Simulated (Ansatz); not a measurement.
Relaxed structures of LiBSiH₃S (charge -1), closed shell (PBE0-D4/def2-TZVPD; forces vanish, vibrations not checked; lower isomers may exist, and structures with a doubtful reference or unclear bonds are left out; Å). Ansatz 0.2.0; basis: def2-TZVPPD; cores frozen in the correlated methods. The outer core shell of Li, Na, Mg and K is correlated.

Task: Rank them by CCSD(T) energy, lowest first, and give each one's height above the lowest. Links in brackets join atoms within 1.22 times the sum of their covalent radii (1.1 for two metals). (To be estimated.)
A.
LiBSiH₃S ([S][B]12[H][Li]13[H][SiH]32), total charge -1
```
7
angstrom
Li -1.4918 -0.5720 1.3588
B -0.7307 -0.0859 -0.6249
Si 0.6756 -0.4622 0.8190
S -0.4888 0.2425 -2.3010
H 1.7952 0.5290 0.6578
H -0.0667 0.2731 2.0142
H -1.9493 -0.3002 -0.2675
```
B.
LiBSiH₃S ([SH][Li][B]12[H][Si]1[H]2), total charge -1
```
7
angstrom
Li -0.4320 0.2058 -0.9547
B 0.4618 -0.2400 1.0494
Si 1.2004 -0.6052 2.7181
S -1.3288 0.6426 -3.0062
H 0.9952 0.7630 1.7671
H -0.3506 -0.5280 2.0803
H -0.5460 -0.2381 -3.6540
```
C.
LiBSiH₃S ([SH][B]1[Li]2[H][SiH]21), total charge -1
```
7
angstrom
Li -1.5414 -0.4637 1.5093
B -0.7762 -0.1923 -0.4202
Si 0.7549 -0.3842 0.7876
S -0.8196 0.0094 -2.1911
H 1.8232 0.7026 0.7585
H 0.0992 0.0314 2.1511
H 0.4600 0.2969 -2.5951
```

Result: By the calculation: A (0.00 kcal/mol), B (22.71 kcal/mol), C (36.43 kcal/mol). Heights count from the lowest.

T1 diagnostic: at most 0.024. The restricted Hartree–Fock reference is unstable towards an unrestricted one at one or more of these structures.

For scale, one of the runs: CCSD(T)/def2-TZVPPD, 209 basis functions, launched by `ansatz run in.yaml --threads 2 --pin off --events-out ev --progress --plain --max-ram 4352MiB`. Hardware: 2 CPU threads of an Arm Neoverse V2, shared host. Wall time 76 s; peak host memory 2.7 GiB.
